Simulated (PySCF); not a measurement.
SMILES CC(C)CS, GFN2-xTB optimised geometry.

```
15

C      1.39    -0.12     0.00
C     -0.14    -0.12     0.00
C     -0.68    -0.87    -1.22
C     -0.68     1.31     0.00
S     -0.25     2.25     1.51
H      1.77     0.45     0.84
H      1.77    -1.13     0.07
H      1.77     0.33    -0.92
H     -0.49    -0.62     0.91
H     -1.77    -0.90    -1.20
H     -0.30    -1.89    -1.23
H     -0.36    -0.37    -2.14
H     -1.77     1.32    -0.09
H     -0.25     1.89    -0.82
H     -0.86     1.43     2.36
```

Density from B3LYP/def2-TZVP (PySCF) at that geometry.

Minimum of the electron density along straight lines between bonded atoms, close to the bond critical point (lines longer than 1.1 times the sum of covalent radii, or with two minima, are not listed):

```json
[
 {"bond": "C1–C2", "length / Å": "1.525", "ρ at the minimum / e bohr⁻³": "0.249", "∇²ρ there / e bohr⁻⁵": "-0.62", "position (fraction from the first atom)": "0.50"},
 {"bond": "C2–C3", "length / Å": "1.528", "ρ at the minimum / e bohr⁻³": "0.247", "∇²ρ there / e bohr⁻⁵": "-0.62", "position (fraction from the first atom)": "0.50"},
 {"bond": "C2–C4", "length / Å": "1.526", "ρ at the minimum / e bohr⁻³": "0.251", "∇²ρ there / e bohr⁻⁵": "-0.63", "position (fraction from the first atom)": "0.49"},
 {"bond": "C4–S5", "length / Å": "1.826", "ρ at the minimum / e bohr⁻³": "0.178", "∇²ρ there / e bohr⁻⁵": "-0.28", "position (fraction from the first atom)": "0.47"},
 {"bond": "C1–H6", "length / Å": "1.088", "ρ at the minimum / e bohr⁻³": "0.283", "∇²ρ there / e bohr⁻⁵": "-0.98", "position (fraction from the first atom)": "0.64"},
 {"bond": "C1–H7", "length / Å": "1.087", "ρ at the minimum / e bohr⁻³": "0.281", "∇²ρ there / e bohr⁻⁵": "-0.96", "position (fraction from the first atom)": "0.64"},
 {"bond": "C1–H8", "length / Å": "1.088", "ρ at the minimum / e bohr⁻³": "0.280", "∇²ρ there / e bohr⁻⁵": "-0.96", "position (fraction from the first atom)": "0.63"},
 {"bond": "C2–H9", "length / Å": "1.097", "ρ at the minimum / e bohr⁻³": "0.279", "∇²ρ there / e bohr⁻⁵": "-0.96", "position (fraction from the first atom)": "0.64"},
 {"bond": "C3–H10", "length / Å": "1.088", "ρ at the minimum / e bohr⁻³": "0.281", "∇²ρ there / e bohr⁻⁵": "-0.96", "position (fraction from the first atom)": "0.64"},
 {"bond": "C3–H11", "length / Å": "1.087", "ρ at the minimum / e bohr⁻³": "0.281", "∇²ρ there / e bohr⁻⁵": "-0.97", "position (fraction from the first atom)": "0.64"},
 {"bond": "C3–H12", "length / Å": "1.088", "ρ at the minimum / e bohr⁻³": "0.280", "∇²ρ there / e bohr⁻⁵": "-0.96", "position (fraction from the first atom)": "0.64"},
 {"bond": "C4–H13", "length / Å": "1.091", "ρ at the minimum / e bohr⁻³": "0.284", "∇²ρ there / e bohr⁻⁵": "-0.99", "position (fraction from the first atom)": "0.64"},
 {"bond": "C4–H14", "length / Å": "1.090", "ρ at the minimum / e bohr⁻³": "0.283", "∇²ρ there / e bohr⁻⁵": "-0.98", "position (fraction from the first atom)": "0.64"},
 {"bond": "S5–H15", "length / Å": "1.332", "ρ at the minimum / e bohr⁻³": "0.221", "∇²ρ there / e bohr⁻⁵": "-0.66", "position (fraction from the first atom)": "0.63"}
]
```
